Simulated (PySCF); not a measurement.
How methods differ on the excitation energy of Mg⁺

Mg⁺ [Ne] 3s1 (2S) → Mg⁺ [Ne] 3d1 (2D), as a difference of total energies. All numbers are calculated (PySCF 2.14, the non-relativistic Hamiltonian (point nucleus), in aug-cc-pCVDZ). Correlated levels: nothing frozen. The calculations carry no spin-orbit coupling.

```
                 method  excitation energy (eV)  error (eV)
                    UHF                   8.751      -0.113
    MP2 (all electrons)                   8.822      -0.042
SCS-MP2 (all electrons)                   8.803      -0.061
   CCSD (all electrons)                   8.820      -0.044
CCSD(T) (all electrons)                   8.822      -0.042
```

Reference: 8.864 eV (measured; NIST levels, between the centres of gravity of the two terms).

Errors of the correlated levels include the incompleteness of this basis.
